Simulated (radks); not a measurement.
Results of a calculation; reference values are marked as such.
The nickel ion Ni2+ inside a hard spherical wall (all orbitals vanish at R), configuration held at [Ar] 3d8 and not refilled when levels cross. Code: a radial shooting solver on a logarithmic mesh with Libxc functionals. Model: non-relativistic Kohn-Sham, LDA (Slater exchange, Perdew-Wang correlation), spin-polarised, spherical densities, point nucleus; open shells are filled with parallel spins first. Eigenvalues in eV for spin up, with the zero of energy where the potential of the charges vanishes at infinity; a dash marks a level that is unbound or too diffuse for the functional's potential to be trusted. A positive occupied level is held by the wall or, in an anion where self-interaction has pushed it up, behind a barrier. The pressure on the wall is -dE/dV.

| R (bohr) | E (hartree) | kinetic (hartree) | e(2p) | e(3s) | e(3p) | e(3d) | e(4s, empty) | e(4p, empty) | pressure (GPa) |
|---|---|---|---|---|---|---|---|---|---|
| free | -1504.62074 | 1502.967 | -859.62 | -128.10 | -91.176 | -29.778 | -21.726 | -15.118 | 0 |
| 15 | -1504.62074 | 1502.967 | -859.62 | -128.10 | -91.176 | -29.778 | -21.726 | -15.118 | < 0.0001 |
| 7 | -1504.62073 | 1502.967 | -859.62 | -128.10 | -91.175 | -29.778 | -21.719 | -15.068 | 0.000778 |
| 5 | -1504.61976 | 1502.978 | -859.55 | -128.04 | -91.117 | -29.721 | -21.403 | -14.217 | 0.226 |
| 4 | -1504.60959 | 1503.062 | -859.09 | -127.65 | -90.734 | -29.341 | -19.853 | -11.532 | 3.92 |
| 3.5 | -1504.58384 | 1503.236 | -858.23 | -126.95 | -90.048 | -28.639 | -17.339 | -7.894 | 16.9 |
| 3 | -1504.49776 | 1503.736 | -856.10 | -125.28 | -88.418 | -26.899 | -11.410 | -0.170 | 77.9 |
| 2.5 | -1504.19144 | 1505.305 | -850.75 | -121.37 | -84.548 | -22.526 | 3.349 | 17.417 | 417 |
| 2 | -1502.92032 | 1511.271 | -836.12 | -111.45 | -74.391 | -10.554 | 44.119 | 62.126 | 2940 |
